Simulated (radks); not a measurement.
Initial-state core-level shifts of neutral phosphorus when its valence configuration changes from [Ne] 3s2 3p3. Calculated with a radial shooting solver on a logarithmic mesh with Libxc functionals: Dirac Kohn-Sham, PBE, spin-unpolarised, spherical densities, finite nucleus; open shells fill j = l - 1/2 first; Fermi nuclear charge, rms radius 3.1889 fm. Shifts are changes of the shell-averaged eigenvalues in eV (positive: less bound); the change of the density at the nucleus, which sets a Mossbauer isomer shift, is in e/bohr^3, on a base of 2388.

| valence | 1s | 2s | 2p | density at nucleus |
|---|---|---|---|---|
| 3p5 | -3.090 | -3.005 | -2.980 | -14.0977 |
| 3s1 3p4 | -1.594 | -1.546 | -1.535 | -6.8676 |
| 3s1.5 3p3.5 | -0.810 | -0.785 | -0.780 | -3.3857 |
| 3s0.5 3p4.5 | -2.353 | -2.285 | -2.267 | -10.4399 |
